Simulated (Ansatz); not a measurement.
System: sum formula AlClF$_{2}$ (charge 0, singlet). SMILES: [F][Al]([F])[Cl]
Coordinates optimised at B3LYP-D3(BJ)/def2-TZVP (Ansatz, a program for electronic structure):
```
Al
F 1 1.6360
F 1 1.6360 2 118.87
Cl 1 2.0683 2 120.57 3 -180.00
```
Charge 0, spin multiplicity 1.

Property: vertical triplet-singlet gap (E(triplet) - E(singlet); each state is the SCF solution reached for its spin), in eV. Cores are frozen in the correlated levels unless marked. UHF or UKS for open shells. No spin-orbit coupling. No relativistic terms. CBS marks a two-point X^-3 extrapolation of the correlation energy; Hartree-Fock from the larger set.

```tsv
level	program	vertical triplet-singlet gap (eV)
HF/aug-cc-pV(Q+d)Z	Ansatz	6.93
SVWN5/def2-TZVPD	Ansatz	6.45
r2SCAN/def2-TZVPD	Ansatz	6.79
B3LYP/def2-TZVPD	Ansatz	6.86
```

Task: What does CCSD(T)/CBS(aug-cc-pV(T+d)Z,aug-cc-pV(Q+d)Z) (Ansatz) give?

Result: 7.45 eV
